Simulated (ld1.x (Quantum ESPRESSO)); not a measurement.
**Scattering properties, PAW potential for boron**

ld1.x (Quantum ESPRESSO) 7.5 input, shortened:

```
&input
   title='B', zed=5., rel=0, dft='PBE', iswitch=3,
   config='[He] 2s2 2p1'
 /
 &inputp
   pseudotype=3, lpaw=.true., tm=.true., lloc=-1, rcloc=3.30,
   nlcc=.true., new_core_ps=.true., rcore=0.75,
   which_augfun='BESSEL', rmatch_augfun=0.90
 /
4
2S  1  0   2.00   0.00  1.20  1.50  0.0
2S  1  0   0.00   3.50  1.20  1.50  0.0
2P  2  1   1.00   0.00  3.10  4.20  0.0
2P  2  1   0.00   2.55  3.10  4.20  0.0
 &test
   configts(1)='2s2 2p1'
 /
```

The phase is arctan(r·u′/u) with u = r·R(r), unwrapped; energies in Ry, scanned from -3 to 5 Ry. A pole is an energy at which the radial function vanishes at the test radius. The pseudo phase is shifted by a multiple of π to meet the all-electron one at the reference energy, and phase errors are pseudo minus all-electron; the curves can meet again beyond the range given. Levels narrower than the energy grid can be missing from the lists of poles.

| channel | radius (bohr) | reference energy (Ry) | poles, all-electron | poles, pseudo | unbroken range about the reference energy with phases within 0.05 rad | phase error 1 Ry above the reference energy (rad) |
| --- | --- | --- | --- | --- | --- | --- |
| s | 4.52 | -0.69 | -0.66, 1.15, 3.93 | -0.66, 1.15, 3.93 | the whole range | +0.008 |
| p | 4.52 | -0.27 | -0.20, 1.32, 3.83 | -0.18, 1.95, 4.61 | -0.3 to -0.2 | +2.264 |

Phases in the s channel:

```json
{"E (Ry)": "-3.00", "all-electron": "1.439", "pseudo": "1.439"}
{"E (Ry)": "-2.76", "all-electron": "1.433", "pseudo": "1.433"}
{"E (Ry)": "-2.52", "all-electron": "1.426", "pseudo": "1.426"}
{"E (Ry)": "-2.28", "all-electron": "1.417", "pseudo": "1.417"}
{"E (Ry)": "-2.04", "all-electron": "1.407", "pseudo": "1.407"}
{"E (Ry)": "-1.80", "all-electron": "1.395", "pseudo": "1.395"}
{"E (Ry)": "-1.56", "all-electron": "1.379", "pseudo": "1.379"}
{"E (Ry)": "-1.32", "all-electron": "1.357", "pseudo": "1.357"}
{"E (Ry)": "-1.08", "all-electron": "1.321", "pseudo": "1.321"}
{"E (Ry)": "-0.84", "all-electron": "1.212", "pseudo": "1.212"}
{"E (Ry)": "-0.60", "all-electron": "-1.719", "pseudo": "-1.719"}
{"E (Ry)": "-0.36", "all-electron": "-1.871", "pseudo": "-1.871"}
{"E (Ry)": "-0.12", "all-electron": "-2.025", "pseudo": "-2.024"}
{"E (Ry)": "0.12", "all-electron": "-2.453", "pseudo": "-2.450"}
{"E (Ry)": "0.36", "all-electron": "-3.805", "pseudo": "-3.799"}
{"E (Ry)": "0.60", "all-electron": "-4.421", "pseudo": "-4.419"}
{"E (Ry)": "0.84", "all-electron": "-4.602", "pseudo": "-4.601"}
{"E (Ry)": "1.08", "all-electron": "-4.693", "pseudo": "-4.692"}
{"E (Ry)": "1.32", "all-electron": "-4.757", "pseudo": "-4.756"}
{"E (Ry)": "1.56", "all-electron": "-4.817", "pseudo": "-4.816"}
{"E (Ry)": "1.80", "all-electron": "-4.895", "pseudo": "-4.894"}
{"E (Ry)": "2.04", "all-electron": "-5.039", "pseudo": "-5.037"}
{"E (Ry)": "2.28", "all-electron": "-5.530", "pseudo": "-5.521"}
{"E (Ry)": "2.52", "all-electron": "-7.092", "pseudo": "-7.086"}
{"E (Ry)": "2.76", "all-electron": "-7.560", "pseudo": "-7.559"}
{"E (Ry)": "3.00", "all-electron": "-7.694", "pseudo": "-7.694"}
{"E (Ry)": "3.24", "all-electron": "-7.760", "pseudo": "-7.760"}
{"E (Ry)": "3.48", "all-electron": "-7.801", "pseudo": "-7.801"}
{"E (Ry)": "3.72", "all-electron": "-7.832", "pseudo": "-7.832"}
{"E (Ry)": "3.96", "all-electron": "-7.857", "pseudo": "-7.857"}
{"E (Ry)": "4.20", "all-electron": "-7.881", "pseudo": "-7.881"}
{"E (Ry)": "4.44", "all-electron": "-7.905", "pseudo": "-7.905"}
{"E (Ry)": "4.68", "all-electron": "-7.934", "pseudo": "-7.934"}
{"E (Ry)": "4.92", "all-electron": "-7.973", "pseudo": "-7.971"}
```
